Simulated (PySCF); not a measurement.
**Spinor energies of Lu²⁺ (lutetium, charge +2)**

Start: [Xe] 4f14 6s1; 6s1/2 filled at m_j = +1/2. Calculated with PySCF 2.14 in x2c-QZVPPall-2c (16s16p12d6f2g, 184 functions): generalised Hartree-Fock with the X2C-1e Hamiltonian and a Gaussian nucleus; one run each with spin-orbit coupling (SO) switched off, then screened by Boettger's factors.

| spinor shell | electrons | ε, spin-free (eV) | ε, screened SO (eV) | weight of nominal j (screened SO) | rms radius, screened SO (bohr) |
| --- | --- | --- | --- | --- | --- |
| 1s1/2 | 2 | -63667.1 | -63650.6 | 1.000 | 0.0219 |
| 2s1/2 | 2 | -10987.1 | -10982.0 | 1.000 | 0.0884 |
| 2p1/2 | 2 | -9667.7 | -10463.1 | 1.000 | 0.0754 |
| 2p3/2 | 4 | -9667.7 | -9339.9 | 1.000 | 0.0825 |
| 3s1/2 | 2 | -2561.4 | -2559.8 | 1.000 | 0.227 |
| 3p1/2 | 2 | -2158.1 | -2330.3 | 1.000 | 0.218 |
| 3p3/2 | 4 | -2158.1 | -2086.2 | 1.000 | 0.232 |
| 3d3/2 | 4 | -1670.1 | -1701.2 | 1.000 | 0.206 |
| 3d5/2 | 6 | -1670.1 | -1648.2 | 1.000 | 0.210 |
| 4s1/2 | 2 | -553.02 | -552.62 | 1.000 | 0.509 |
| 4p1/2 | 2 | -418.22 | -457.81 | 1.000 | 0.519 |
| 4p3/2 | 4 | -418.22 | -401.70 | 1.000 | 0.552 |
| 4d3/2 | 4 | -239.10 | -245.35 | 1.000 | 0.585 |
| 4d5/2 | 6 | -239.10 | -234.71 | 1.000 | 0.597 |
| 5s1/2 | 2 | -90.667 | -90.608 | 1.000 | 1.26 |
| 5p1/2 | 2 | -55.850 | -61.146 | 1.000 | 1.41 |
| 5p3/2 | 4 | -55.850 | -53.676 | 1.000 | 1.52 |
| 4f5/2 | 6 | -39.664 | -40.568 | 1.000 | 0.784 |
| 4f7/2 | 8 | -39.664 | -38.785 | 1.000 | 0.800 |
| 6s1/2 | 1 | -20.015 | -20.019 | 1.000 | 3.37 |

```
   quantity     spin-free   screened SO
E (hartree)  -14551.90468  -14566.39718
        M_J           1/2           1/2
       ⟨J²⟩         0.750         0.750
       ⟨L²⟩         0.000         0.110
       ⟨S²⟩         0.750         0.861
```

Each row is a mean over spinors that exchange with the open shell spreads, by up to 0.357 eV (5s1/2).

Breit and QED terms are absent; they matter most for the inner s and p1/2 levels.

Densities and radii are taken from the X2C orbitals without a picture-change correction, which distorts them close to the nucleus.

Without spin-orbit coupling the j labels of p, d and f shells carry no meaning; the spin-free column gives the mean over the occupied spinors of each nl shell.
